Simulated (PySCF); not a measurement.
Constitutional and geometric isomers with formula CH10Si3. Gas-phase values, no solvent. One relaxed conformer stands for each flexible species; it need not be the lowest. Strings in code marks are SMILES.

All values below come from PBE-D3(BJ)/def2-TZVP // B3LYP-D3(BJ)/def2-TZVP (PySCF). All candidates: neutral, multiplicity 1. 

```
Property          Value
-------------  --------
LUMO           -0.93 eV
HOMO           -6.98 eV
HOMO–LUMO gap   6.05 eV
```

Identify which member has these values.
A. `C[SiH]([SiH3])[SiH3]`
B. `[SiH3]C([SiH3])[SiH3]`
C. `C[SiH2][SiH2][SiH3]` (C–Si–Si–Si torsion 59°)
D. `[SiH3]C[SiH2][SiH3]` (Si–C–Si–Si torsion 56°)

D, `[SiH3]C[SiH2][SiH3]` (Si–C–Si–Si torsion 56°). The others give `C[SiH2][SiH2][SiH3]` (C–Si–Si–Si torsion 59°): -0.96 eV, -6.71 eV, 5.75 eV; `[SiH3]C([SiH3])[SiH3]`: -0.87 eV, -7.56 eV, 6.68 eV; `C[SiH]([SiH3])[SiH3]`: -1.04 eV, -6.66 eV, 5.62 eV
